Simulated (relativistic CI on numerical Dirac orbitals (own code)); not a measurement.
**Pd²⁴⁺: q coefficients and field-shift factors**

Computed by Dirac-Coulomb-Breit CI, KLI orbitals optimised for each configuration, derivatives by finite differences, unscaled Slater integrals, QED left out (own radial code, finite nucleus).

CI space (outside the closed core [Ne] 3s2): 3p⁶3d⁴, 3p⁵3d⁵, 3p⁶3d³4p, 3p⁶3d²4s4p, 3p⁶3d²4s², 3p⁶3d4s²4p. Double excitations out of closed p, d and f shells are left out; levels of such configurations are missing from the list, as are those of other unlisted configurations, and high levels can miss mixing partners.

With x = (α/α₀)² − 1 an excitation energy changes as ω = ω₀ + qx; K = 2q/ω₀ is the relative enhancement. Terms are leading LS components, so labels can repeat. The field-shift factor is F = δν/δ⟨r²⟩ for the transition from the lowest level.

Lowest level 3p⁶3d⁴ ⁵D0.

| Level | ω₀ (cm⁻¹) | q (cm⁻¹) | F (GHz/fm²) |
| --- | --- | --- | --- |
| 3p⁶3d⁴ ⁵D1 | 21102 | 39870 | 0.244 |
| 3p⁶3d⁴ ⁵D2 | 39877 | 63490 | 0.399 |
| 3p⁶3d⁴ ⁵D3 | 54772 | 74400 | 0.481 |
| 3p⁶3d⁴ ⁵D4 | 64538 | 68650 | 0.469 |
| 3p⁶3d⁴ ³P0 | 100755 | 60790 | 0.482 |
| 3p⁶3d⁴ ³H4 | 105717 | 56330 | 0.47 |
| 3p⁶3d⁴ ³G3 | 129337 | 61320 | 0.532 |
| 3p⁶3d⁴ ³H5 | 131099 | 76690 | 0.619 |
| 3p⁶3d⁴ ³F2 | 134896 | 60740 | 0.538 |
| 3p⁶3d⁴ ³P1 | 137269 | 83100 | 0.659 |
| 3p⁶3d⁴ ³H6 | 140751 | 80480 | 0.658 |
| 3p⁶3d⁴ ³G4 | 157996 | 94630 | 0.756 |
| 3p⁶3d⁴ ³P2 | 168117 | 86860 | 0.73 |

At this charge energies of transitions that change n are usually good to better than 1 %, and those within a shell (Δn = 0) to a few per cent. Terms inside the open d or f shell come out 10 to 20 % too wide with unscaled integrals.

Question: Which transition from the lowest level has the largest |K|?

Answer: 3p⁶3d⁴ ⁵D1 at 21102 cm⁻¹, K = 3.78.
